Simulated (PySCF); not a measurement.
The dipole of `C#C[C@@H]1C[C@@H](C(F)(F)F)S1` from its density and from atomic charges.

Coordinates (GFN2-xTB, Å) and charges (e) from the PBE0/pcSseg-1 density (PySCF):

```csv
atom,x,y,z,Mulliken,IAO,Hirshfeld,ESP-fitted
C1,3.469,0.015,0.390,-0.3534,-0.2252,-0.1035,-0.4500
C2,2.315,-0.277,0.260,+0.3577,-0.0343,-0.0503,-0.0254
C3,0.920,-0.572,0.118,-0.3939,-0.1793,-0.0116,+0.3630
C4,0.179,0.190,-0.994,-0.0603,-0.2550,-0.0666,-0.7057
C5,-0.990,0.675,-0.132,-0.4899,-0.2281,-0.0549,-0.0168
C6,-2.274,-0.095,-0.379,+0.8777,+0.8016,+0.2492,+0.3693
F7,-2.763,0.173,-1.606,-0.2757,-0.2890,-0.0987,-0.1486
F8,-2.108,-1.422,-0.326,-0.2638,-0.2822,-0.0854,-0.1513
F9,-3.240,0.216,0.492,-0.2620,-0.2768,-0.0936,-0.1375
S10,-0.173,0.181,1.432,+0.1376,+0.0820,+0.0128,-0.1650
H11,4.487,0.243,0.497,+0.0467,+0.2061,+0.0964,+0.3259
H12,0.745,-1.649,0.102,+0.1925,+0.1811,+0.0527,+0.0605
H13,0.772,1.025,-1.365,+0.1523,+0.1675,+0.0548,+0.2557
H14,-0.121,-0.433,-1.837,+0.1552,+0.1580,+0.0465,+0.2534
H15,-1.222,1.740,-0.180,+0.1792,+0.1734,+0.0516,+0.1727
```

Task: What dipole does each set of charges give (1 e·Å = 4.803 D), and what does the density give?

Result: The full density gives (2.04, 0.81, -1.24) D, 2.52 D in size; dipole vectors point from the negative to the positive end.

| scheme | μx | μy | μz | size (D) | share of the full size (%) | angle to the full dipole (°) |
| --- | --- | --- | --- | --- | --- | --- |
| Mulliken | 0.45 | 0.41 | -0.89 | 1.08 | 43 | 30 |
| IAO | 2.72 | 1.40 | -0.14 | 3.06 | 121 | 27 |
| Hirshfeld | 0.91 | 0.45 | -0.16 | 1.03 | 41 | 21 |
| ESP-fitted | 2.07 | 0.84 | -1.29 | 2.58 | 102 | 1 |

Task: Which set comes closest?

Result: Length of the difference vector: ESP-fitted 0.06 D, IAO 1.42 D, Hirshfeld 1.61 D, Mulliken 1.68 D. Closest: ESP-fitted. The schemes that divide the density aren't constrained to reproduce the dipole.

Task: What is left for the Hirshfeld atoms' own dipoles?

Result: The shares of the density sum to the whole, so what Σ q r misses lies in dipoles about the nuclei. The atomic dipoles sum to (2.04, 0.81, -1.24) − (0.91, 0.45, -0.16) = (1.13, 0.36, -1.08) D, 1.61 D in size.

Task: With the origin at the mean of the coordinates, (0.000, 0.001, -0.235) Å, which are the largest single terms, by size, of the IAO dipole along the direction of the full one?

Result: C6 -6.94, F9 +3.87, H11 +3.32, F8 +2.87, C1 -2.71 D; all 15 atoms together +2.72 D. The single terms depend on the origin, their sum doesn't.

Task: Give the size of the full dipole in other units.

Result: 2.52 D = 0.993 au = 0.525 e·Å = 8.42 × 10⁻³⁰ C·m.

The structure is a single GFN2-xTB conformer in the gas phase; no vibrational or solvent corrections.

Shape of the structure used: `[CH:1]#[C:2][C@@H:3]1[CH2:4][C@@H:5]([C:6]([F:7])([F:8])[F:9])[S:10]1`: C4–C5–C6–F7 -69°.
